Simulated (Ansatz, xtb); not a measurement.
# ClH5N2Si: which of two isomers lies lower

Structure I is `N=[Si@H-]([NH3+])Cl`, a singlet and structure II is `NN[SiH2]Cl`, a singlet. Both are isolated molecules in the gas phase, relaxed with PBE0-D3(BJ)/def2-SVP; the shapes shown needn't be the lowest conformers.

I (Å):

```xyz
9

Cl   -2.7501    1.2954    3.3142
N    -2.3316   -0.0974    0.3406
N    -0.5498    1.5837    1.2517
Si   -2.4577    1.2501    1.2157
H    -3.1078   -0.6766    0.0426
H    -2.9719    2.5955    0.8123
H    -0.2758    0.7049    0.7869
H    -0.2215    2.3839    0.7087
H    -0.1621    1.6271    2.1961
```

II (Å):

```yaml
atoms:
  - { symbol: Cl, position_ang: [-2.5530, 2.8735, 0.0109] }
  - { symbol: N, position_ang: [-2.2410, -0.7625, 0.3783] }
  - { symbol: N, position_ang: [-1.6845, 0.1291, 1.3051] }
  - { symbol: Si, position_ang: [-1.0793, 1.6772, 0.8790] }
  - { symbol: H, position_ang: [-2.9239, -0.2923, -0.2166] }
  - { symbol: H, position_ang: [-1.5106, -1.1463, -0.2191] }
  - { symbol: H, position_ang: [-1.9779, -0.0712, 2.2555] }
  - { symbol: H, position_ang: [-0.0282, 1.5543, -0.1665] }
  - { symbol: H, position_ang: [-0.5960, 2.3335, 2.1226] }
```

Quicker runs give these differences E(II) − E(I): GFN2-xTB +13.9 kJ/mol; HF/STO-3G −204.9 kJ/mol (at GFN2-xTB geometries); r2SCAN-D4/def2-SVP +47.5 kJ/mol (at GFN2-xTB geometries).

**Question.** Estimate which is lower in electronic energy at CCSD(T)/def2-SVP + ΔMP2/def2-TZVPP, and by roughly how much.

**Answer.** The CCSD(T)/def2-SVP + ΔMP2/def2-TZVPP calculation puts structure I lower, by 63.5 kJ/mol.

Level by level:

```json
{"level": "GFN2-xTB", "geometry": "GFN2-xTB", "E(II) − E(I) (kJ/mol)": "+13.9", "departure from the last row (kJ/mol)": "−49.6", "job, with rough time for the two": "optimisation, 0.34 s"}
{"level": "HF/STO-3G", "geometry": "GFN2-xTB", "E(II) − E(I) (kJ/mol)": "−204.9", "departure from the last row (kJ/mol)": "−268.5", "job, with rough time for the two": "single point, 0.4 s"}
{"level": "r2SCAN-D4/def2-SVP", "geometry": "GFN2-xTB", "E(II) − E(I) (kJ/mol)": "+47.5", "departure from the last row (kJ/mol)": "−16.1", "job, with rough time for the two": "single point, 5.5 s"}
{"level": "PBE0-D3(BJ)/def2-SVP", "geometry": "PBE0-D3(BJ)/def2-SVP", "E(II) − E(I) (kJ/mol)": "+33.7", "departure from the last row (kJ/mol)": "−29.8", "job, with rough time for the two": "optimisation, 58 s"}
{"level": "HF/def2-SVP", "geometry": "PBE0-D3(BJ)/def2-SVP", "E(II) − E(I) (kJ/mol)": "+7.4", "departure from the last row (kJ/mol)": "−56.1", "job, with rough time for the two": "part of the CCSD(T) run"}
{"level": "MP2/def2-SVP", "geometry": "PBE0-D3(BJ)/def2-SVP", "E(II) − E(I) (kJ/mol)": "+45.9", "departure from the last row (kJ/mol)": "−17.7", "job, with rough time for the two": "part of the CCSD(T) run"}
{"level": "CCSD(T)/def2-SVP", "geometry": "PBE0-D3(BJ)/def2-SVP", "E(II) − E(I) (kJ/mol)": "+33.4", "departure from the last row (kJ/mol)": "−30.1", "job, with rough time for the two": "single point"}
{"level": "CCSD(T)/def2-SVP + ΔMP2/def2-TZVPP", "geometry": "PBE0-D3(BJ)/def2-SVP", "E(II) − E(I) (kJ/mol)": "+63.5", "departure from the last row (kJ/mol)": "", "job, with rough time for the two": "single point, 26 s"}
```

As drawn, II has 1 N–N, 1 Si–H in place of 1 N=Si, 1 N–H.

HF/STO-3G puts the two in the other order. The largest departure from CCSD(T)/def2-SVP + ΔMP2/def2-TZVPP is that of HF/STO-3G, 268.5 kJ/mol. The last row adds to CCSD(T) the change of the MP2 difference between the two basis sets, here +30.1 kJ/mol, a large step that makes the value less sure.

With harmonic frequencies from PBE0-D3(BJ)/def2-SVP (ideal gas, rigid rotor, one conformer each, 298.15 K, 1 atm): on the last row, ΔE + ΔZPE = +61.9, ΔH = +60.9, ΔG = +61.6 kJ/mol.

The correlated steps freeze 12 core orbitals. Programs: Ansatz 0.2.0, xtb 6.7.1; the last row on 1 thread of Arm Neoverse V1 on a shared host.
